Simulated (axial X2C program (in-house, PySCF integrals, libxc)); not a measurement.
**CoTe⁺: bond constants with and without spin–orbit coupling**

Computed with an in-house all-electron X2C program for linear molecules (integrals from PySCF). Spin-free means the one-electron spin-free X2C Hamiltonian; two-component (2c) means X2C with spin–orbit coupling and atomic mean-field two-electron Coulomb and Gaunt terms, so the difference of the two also holds small scalar two-electron terms. Basis: Te dyall-cv3z [11s12p8d4f1g], Co dyall-cv3z [9s10p6d3f2g] (cores contracted in-house); Gaussian nuclei, density fitting, unrestricted open shells. Masses: Te 129.906 u, Co 58.933 u.

State, spin-free: M_S = 2, Λ = 2 (beyond evenly filled blocks: σα, π+α, π-α, δ+α, δ+β, δ-α); electrons by block: σα: 17, σβ: 16, π+α: 9, π+β: 8, π-α: 9, π-β: 8, δ+α: 3, δ+β: 3, δ-α: 3, δ-β: 2. Fragments: Te + Co+.

State, 2c: Ω = 4 (⟨Sz⟩ = 1.98, ⟨Lz⟩ = 2.02 at PBE0); electrons by block: 1/2: 25, -1/2: 25, 3/2: 12, -3/2: 11, 5/2: 3, -5/2: 2. Fragments: Te + Co+.

```csv
Hamiltonian,level,Re (Å),ωe (cm⁻¹),De (eV),k (mdyn/Å),μ (D)
spin-free,PBE0,2.385,264.3,2.77,1.67,4.81
spin-free,TPSSh,2.368,272.8,2.97,1.78,4.84
2c,PBE0,2.389,261.1,n/a,1.63,4.80
2c,TPSSh,2.371,270.5,n/a,1.75,4.85
```

Dipoles are positive if Co is the positive end and refer to the centre of mass.

The state is one determinant whose occupation by symmetry is held fixed; it was picked as the lowest of a PBE0 search that is not exhaustive. De is counted from the lowest determinant-based energies of the atoms at the same level, without counterpoise correction. De is not given where an atomic determinant may have missed its ground term or J level, or where the truncated virtual space spoils (T). Density functionals use the spin component along the axis (collinear). PBE0 can misorder states that lie within some tenths of an eV, so this need not be the ground state of the molecule. The nearest other spin-free determinant of the search, M_S = 2, Λ = 3, lies 0.48 eV up at the distance of the search. Without a current term, density functionals place determinants with orbital angular momentum somewhat too high. With several unpaired electrons one determinant need not be a pure state. Open-shell Ω = 0 determinants with evenly filled partner blocks cannot be reached by this program, so the Ω shown need not be the lowest component.

No reliable constants came from CCSD (2c), CCSD (spin-free), CCSD(T) (2c), CCSD(T) (spin-free), HF (2c), HF (spin-free), MP2 (2c), MP2 (spin-free): no minimum in range, unconverged points, a curve that is not smooth, a change of character along it, or the two Hamiltonians disagreeing along it.

Rough cost a point (2c) on 1 thread(s) of a shared host, integrals apart: PBE0 0.9 s, TPSSh 1.3 s.

The whole task took 3.4 min on 1 thread of AMD EPYC 9B45 (Zen 5) (shared host).
